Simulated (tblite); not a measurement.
C5H6F3 (doublet state).
Structure used (GFN2-xTB), in Å, numbered top down from 1:
```xyz
14
C5H6F3 angstrom
C     -2.0270   -0.0903    0.0197
C     -0.6196    0.2689    0.4384
C      0.1202    1.3632   -0.1778
C      0.5203   -0.0012   -0.5406
C      1.8241   -0.5684   -0.0484
F      1.8048   -1.9142   -0.0047
F      2.8618   -0.2375   -0.8358
F      2.1364   -0.1550    1.1891
H     -2.1780    0.1297   -1.0334
H     -2.7417    0.4860    0.6024
H     -2.2143   -1.1480    0.1911
H     -0.4318    0.0720    1.4935
H      0.6787    2.1885    0.2036
H      0.2654   -0.3941   -1.5193
```

Structure optimised with GFN2-xTB, isolated species. This method treats the open shell by occupation alone, without spin polarisation.

Take the most abundant isotopes and a rigid rotor. 

(1) Give the principal moments of inertia and the rotational constants in MHz.

(2) Classify the top.

(3) What does the inertial defect say?

(4) Give the other two planar moments, Paa and Pbb, and the rms extents of the mass along the axes.

(5) List the rotational levels J(Ka,Kc) to J = 3 (K).

Answers

(1) Ia = 131.53, Ib = 371.67, Ic = 399.22 u·Å²; 505379 MHz·u·Å²/I gives A = 3842, B = 1360, C = 1266 MHz.

(2) A near-prolate asymmetric top: κ = (2 × 1360 − 3842 − 1266)/(3842 − 1266) = -0.93.

(3) Not planar: Δ = Ic − Ia − Ib = -103.98 u·Å². For a rigid frame Δ = −2 Σ m c², so Σ m c² = 51.99 u·Å² lies off the ab plane: 6.22 from hydrogen and 45.78 from heavier atoms. The atom farthest from that plane is 1.58 Å away.

(4) Paa = Σ m a² = (Ib + Ic − Ia)/2 = 319.68 and Pbb = Σ m b² = (Ia + Ic − Ib)/2 = 79.54 u·Å². With the mass M = 123.04 u, the rms extents √(P/M) along a, b and c are 1.61, 0.80, 0.65 Å.

(5) Above 0(0,0), as E/k:
J = 1: 1(0,1) 0.126, 1(1,1) 0.245, 1(1,0) 0.250
J = 2: 2(0,2) 0.378, 2(1,2) 0.493, 2(1,1) 0.506, 2(2,1) 0.864, 2(2,0) 0.864
J = 3: 3(0,3) 0.755, 3(1,3) 0.864, 3(1,2) 0.891, 3(2,2) 1.242, 3(2,1) 1.242, 3(3,1) 1.849, 3(3,0) 1.849

For this open shell read J as N, the rotation without spin; fine and hyperfine splittings come on top. Its GFN2-xTB frequencies are all real (lowest 33 cm⁻¹). Zero-point vibration and centrifugal distortion are left out.

The numbers are calculated, not measured.
